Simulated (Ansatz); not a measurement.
Single points on Al₁₀P₁₀H₃₀, a nanocrystal cut from zinc blende AlP (hydrogen-capped).

```yaml
crystal:
  periodic: [false, false, false]
  atoms:
    - {symbol: Al, position_ang: [-1.981725, -2.221523, -0.595406]}
    - {symbol: Al, position_ang: [-2.446906, 1.158070, -3.502348]}
    - {symbol: Al, position_ang: [-2.246858, 0.589959, 1.958379]}
    - {symbol: Al, position_ang: [-1.999948, 3.640622, -0.670572]}
    - {symbol: Al, position_ang: [0.663707, -2.052992, -3.609585]}
    - {symbol: Al, position_ang: [0.607178, -1.969355, 2.216731]}
    - {symbol: Al, position_ang: [3.483031, -2.459434, -1.176056]}
    - {symbol: Al, position_ang: [0.679369, 0.692563, -0.686386]}
    - {symbol: Al, position_ang: [1.137979, 3.453180, 2.516843]}
    - {symbol: Al, position_ang: [3.627454, 0.689817, 1.996436]}
    - {symbol: P, position_ang: [-3.032090, -0.985395, -2.405263]}
    - {symbol: P, position_ang: [-0.419396, -3.476920, -1.929575]}
    - {symbol: P, position_ang: [-0.691101, -0.686183, 0.687302]}
    - {symbol: P, position_ang: [-0.768685, 2.047958, -1.990335]}
    - {symbol: P, position_ang: [-3.453300, 1.978813, 0.401133]}
    - {symbol: P, position_ang: [-1.024119, 2.374239, 3.060692]}
    - {symbol: P, position_ang: [1.969802, -0.769836, -2.043011]}
    - {symbol: P, position_ang: [2.419485, -3.025390, 0.988252]}
    - {symbol: P, position_ang: [1.979679, -0.416525, 3.443920]}
    - {symbol: P, position_ang: [2.015573, 2.000116, 0.779428]}
    - {symbol: H, position_ang: [-3.041380, -3.066973, 0.231084]}
    - {symbol: H, position_ang: [-1.910943, 0.891185, -4.970223]}
    - {symbol: H, position_ang: [-3.768208, 2.014301, -3.220859]}
    - {symbol: H, position_ang: [-3.135600, -0.243211, 2.975919]}
    - {symbol: H, position_ang: [-2.810478, 4.678501, -1.558945]}
    - {symbol: H, position_ang: [-1.194966, 4.093876, 0.636119]}
    - {symbol: H, position_ang: [-0.653356, -1.282397, -4.089614]}
    - {symbol: H, position_ang: [1.571419, -2.873531, -4.621607]}
    - {symbol: H, position_ang: [-0.212680, -3.018439, 3.080985]}
    - {symbol: H, position_ang: [3.156820, -3.777767, -2.021320]}
    - {symbol: H, position_ang: [4.967485, -1.954258, -0.942747]}
    - {symbol: H, position_ang: [0.896990, 4.952480, 2.061742]}
    - {symbol: H, position_ang: [1.985958, 3.091944, 3.824455]}
    - {symbol: H, position_ang: [4.094155, -0.603105, 1.178399]}
    - {symbol: H, position_ang: [4.655624, 1.585926, 2.809906]}
    - {symbol: H, position_ang: [-3.257267, -1.954353, -3.419422]}
    - {symbol: H, position_ang: [-4.381326, -0.863727, -1.965253]}
    - {symbol: H, position_ang: [-1.180102, -4.499792, -2.555862]}
    - {symbol: H, position_ang: [0.421554, -4.292426, -1.129741]}
    - {symbol: H, position_ang: [0.101965, 2.836922, -2.795282]}
    - {symbol: H, position_ang: [-4.288197, 1.220645, -0.459138]}
    - {symbol: H, position_ang: [-4.461555, 2.617584, 1.170700]}
    - {symbol: H, position_ang: [-1.989069, 3.395618, 3.271915]}
    - {symbol: H, position_ang: [-0.934295, 1.922090, 4.408242]}
    - {symbol: H, position_ang: [2.762803, 0.085944, -2.859433]}
    - {symbol: H, position_ang: [2.010652, -4.386914, 0.903296]}
    - {symbol: H, position_ang: [3.443830, -3.200202, 1.956907]}
    - {symbol: H, position_ang: [2.626130, -1.192101, 4.442193]}
    - {symbol: H, position_ang: [1.213992, 0.424583, 4.290993]}
    - {symbol: H, position_ang: [2.790911, 2.835822, -0.073986]}
basis:
  gaussian: {orbitals: def2-TZVP, fitting: {mean_field: def2-universal-jkfit}, initial_orbitals: start.molden}
hamiltonian: {xc: pbe, dispersion: d4}
scf: {omitted_lower_state_checks: [starts]}
output: {orbitals: {seedname: orbitals}}
```

The file start.molden holds the orbitals of an earlier run on this structure, at another level or in another basis.

```sh
$ ansatz run in.yaml --threads 2 --pin off --events-out ev --progress --plain --max-ram 22528MiB --backend cuda --devices 0, --max-vram 18GiB
```

It prints (some lines left out):

```
Functional definition: PBE
3100 factors; integrals over basis functions are off by at most 6.4e-1 eV
mean field evaluation 1: about -159269.7530 eV, gradient 2.9e2 eV
mean field evaluation 2: about -159280.7073 eV, gradient 1.2e1 eV
mean field evaluation 4: about -159281.0484 eV, gradient 3.6e-1 eV
mean field evaluation 8: about -159281.0495 eV, gradient 2.1e-5 eV
mean field -159281.04951624 eV, -5853.4706051489 hartree, gradient 2.1e-5 eV, S^2 0.000000; 0 other end points of the search recorded, 0 dependent functions left out
reference -159281.04964019 eV, -5853.4706097040 hartree; 155, 155 occupied and 765, 765 virtual orbitals, 3100 factors
Total energy: -159284.47974914 eV, -5853.5966638827 hartree
Checks for a lower state left out: starts
```

Run time 8 s (2 threads of AMD EPYC 7R13 on a shared host and a share (18 GiB) of an NVIDIA H100 80GB HBM3), peak host memory 1.2 GiB.

The first input with `gaussian: {orbitals: 6-31G}`, `hamiltonian: {xc: {name: B3LYP}, dispersion: d4}` (abridged; 8 s):

```
Functional definition: B3LYP
mean field evaluation 16: about -159347.4296 eV, gradient 2.3e-5 eV
mean field -159347.42960991 eV, -5855.9100285970 hartree, gradient 2.3e-5 eV, S^2 0.000000
Total energy: -159352.94878233 eV, -5856.1128544424 hartree
Checks for a lower state left out: starts
```

First input, but with `gaussian: {orbitals: 6-31G}`, `hamiltonian: {xc: hf}` (abridged; 6.5 s):

```
Functional definition: HF
mean field -159010.82499965 eV, -5843.5400373289 hartree, gradient 5.1e-5 eV, S^2 0.000000
Total energy: -159010.82499965 eV, -5843.5400373289 hartree
Checks for a lower state left out: starts
```

As the first input, with `gaussian: {orbitals: STO-3G}`, `hamiltonian: {xc: hf}` (abridged; 3.6 s):

```
Functional definition: HF
mean field -157211.75029532 eV, -5777.4252614014 hartree, gradient 1.7e-5 eV, S^2 0.000000
Total energy: -157211.75029532 eV, -5777.4252614014 hartree
Checks for a lower state left out: starts
```

First input, but with `gaussian: {orbitals: def2-SVP, fitting: {mean_field: def2-universal-jkfit}, initial_orbitals: start.molden}`, `hamiltonian: {xc: {name: BHLYP}, dispersion: d4}` (abridged; 6.5 s):

```
Functional definition: BHLYP
mean field -159307.55675026 eV, -5854.4447280318 hartree, gradient 2.2e-5 eV, S^2 0.000000
Total energy: -159312.66394746 eV, -5854.6324140672 hartree
Checks for a lower state left out: starts
```

Geometry: r2SCAN-D4/def2-SVP.

B3LYP takes the VWN-RPA correlation. Single mean-field runs in def2-SVP, def2-TZVP are fitted with def2-universal-jkfit.
